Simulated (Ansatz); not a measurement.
The cluster Al2Cu3⁺, 5 atoms. Hardware: 4 threads of Arm Neoverse V1 on a shared host.

**Question.** How many basis functions does each of these Ansatz runs have, and roughly what does it cost? LC-ωPBE/def2-TZVP, charge 1 singlet, energy, from earlier orbitals; HF/STO-3G, charge 1 quintet, energy; LC-ωPBE/def2-TZVP, charge 1 triplet, energy, from earlier orbitals; PBE-D4/def2-TZVP, charge 1 unrestricted singlet, energy, from earlier orbitals; PBE-D4/def2-SVP, charge 1 triplet, energy with a search over starts; r2SCAN-D4/def2-SVP, charge 1 triplet, relaxation, 5 steps; r2SCAN-D4/def2-SVP, charge 1 quintet, relaxation, 10 steps; PBE0-D4/def2-SVP, charge 1 unrestricted singlet, energy with a search over starts; HF/STO-3G, charge 1 singlet, energy; PBE0-D4/def2-TZVP, charge 0 doublet at the geometry of the charge 1 singlet, energy; PBE-D4/def2-TZVP, charge 1 quintet, energy, from earlier orbitals; PBE0-D4/def2-TZVP, charge 1 unrestricted singlet, energy, from earlier orbitals.

**Answer.** Other jobs shared the machine, so times can vary by a factor of up to 3. A dash marks memory too small to be measured apart from the calling script's.

```json
{"run": "HF/STO-3G, charge 1 singlet, energy", "functions": "72", "fitting or Cholesky vectors": "652", "wall time": "3.4 s", "peak host memory (GiB)": "–"}
{"run": "LC-ωPBE/def2-TZVP, charge 1 singlet, energy, from earlier orbitals", "functions": "209", "fitting or Cholesky vectors": "1877", "wall time": "5.5 s", "peak host memory (GiB)": "0.55"}
{"run": "PBE-D4/def2-TZVP, charge 1 unrestricted singlet, energy, from earlier orbitals", "functions": "209", "fitting or Cholesky vectors": "1877", "wall time": "6.5 s", "peak host memory (GiB)": "–"}
{"run": "PBE-D4/def2-TZVP, charge 1 quintet, energy, from earlier orbitals", "functions": "209", "fitting or Cholesky vectors": "1877", "wall time": "8 s", "peak host memory (GiB)": "–"}
{"run": "PBE0-D4/def2-SVP, charge 1 unrestricted singlet, energy with a search over starts", "functions": "129", "fitting or Cholesky vectors": "1354", "wall time": "8 s", "peak host memory (GiB)": "0.63"}
{"run": "HF/STO-3G, charge 1 quintet, energy", "functions": "72", "fitting or Cholesky vectors": "656", "wall time": "12 s", "peak host memory (GiB)": "–"}
{"run": "PBE0-D4/def2-TZVP, charge 1 unrestricted singlet, energy, from earlier orbitals", "functions": "209", "fitting or Cholesky vectors": "1871", "wall time": "14 s", "peak host memory (GiB)": "1"}
{"run": "PBE0-D4/def2-TZVP, charge 0 doublet at the geometry of the charge 1 singlet, energy", "functions": "209", "fitting or Cholesky vectors": "1871", "wall time": "16 s", "peak host memory (GiB)": "1.2"}
{"run": "LC-ωPBE/def2-TZVP, charge 1 triplet, energy, from earlier orbitals", "functions": "209", "fitting or Cholesky vectors": "1877", "wall time": "29 s", "peak host memory (GiB)": "1.3"}
{"run": "r2SCAN-D4/def2-SVP, charge 1 triplet, relaxation, 5 steps", "functions": "129", "fitting or Cholesky vectors": "1538", "wall time": "35 s", "peak host memory (GiB)": "–"}
{"run": "PBE-D4/def2-SVP, charge 1 triplet, energy with a search over starts", "functions": "129", "fitting or Cholesky vectors": "1538", "wall time": "50 s", "peak host memory (GiB)": "–"}
{"run": "r2SCAN-D4/def2-SVP, charge 1 quintet, relaxation, 10 steps", "functions": "129", "fitting or Cholesky vectors": "1538", "wall time": "81 s", "peak host memory (GiB)": "–"}
```
